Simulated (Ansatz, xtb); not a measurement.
Two isomers of C6H9ClS

We compare a, `S[C@@H]1CC/C(=C/Cl)C1`, a singlet, with b, `C[C@]1(Cl)CCCC1=S`, a singlet. Both are isolated molecules in the gas phase, relaxed with B3LYP-D3(BJ)/def2-SVP; each stands in its lowest conformer found.

Energies in hartree; the thermal terms are from GFN2-xTB frequencies at re-optimised GFN2-xTB minima (ideal gas, soft modes damped towards free rotors, one conformer each, 298.15 K, 1 atm) and include the zero-point energy:

```
                               a            b
E, CCSD(T)/def2-SVP  −1090.227882  −1090.243762
    E, MP2/def2-SVP  −1090.105092  −1090.123557
  E, MP2/def2-TZVPP  −1090.928678  −1090.943506
  zero-point energy      0.131890      0.135040
       H(298 K) − E      0.141622      0.144593
       G(298 K) − E      0.097329      0.101199
```

**Question.** Correct the CCSD(T) difference for the basis set by the MP2 change, then work out ΔE, ΔE₀, ΔH and ΔG for a → b in kJ/mol (1 Eh = 2625.50 kJ/mol) and the equilibrium ratio [b]/[a].

**Answer.** 1. Differences b − a: CCSD(T) −0.015880, MP2 in the small set −0.018465, MP2 in the large set −0.014828 Eh.
2. ΔE = −0.015880 + (−0.014828 − (−0.018465)) = −0.012243 Eh = −32.14 kJ/mol.
3. ΔE₀ = ΔE + ΔZPE = −0.012243 + (+0.003150) Eh = −23.87 kJ/mol.
4. ΔH = ΔE + (+0.002971) Eh = −24.34 kJ/mol.
5. ΔG = ΔE + (+0.003870) Eh = −21.98 kJ/mol, so ΔS = (ΔH − ΔG)/T = −7.9 J/(mol K).
6. kT = 0.9442 mEh, so K = [b]/[a] = exp(−ΔG/kT) = exp(+8.87) ≈ 7.1 × 10^3.

Structure b is favoured at this temperature. An error of 4 kJ/mol in ΔG would change K by a factor of 5. Mirror images and further conformers aren't counted.

As drawn, b has 1 C–C, 1 C=S, 1 C–H in place of 1 C–S, 1 C=C, 1 S–H.

Other levels gave ΔE = −26.9 (GFN2-xTB); −20.5 (HF/STO-3G, GFN2-xTB geometries); −39.7 (r2SCAN-D4/def2-SVP, GFN2-xTB geometries); −35.0 (B3LYP-D3(BJ)/def2-SVP); −21.7 (HF/def2-SVP); −48.5 (MP2/def2-SVP); −41.7 (CCSD(T)/def2-SVP) kJ/mol. The correlated steps freeze 16 core orbitals. Programs: Ansatz 0.2.0, xtb 6.7.1.
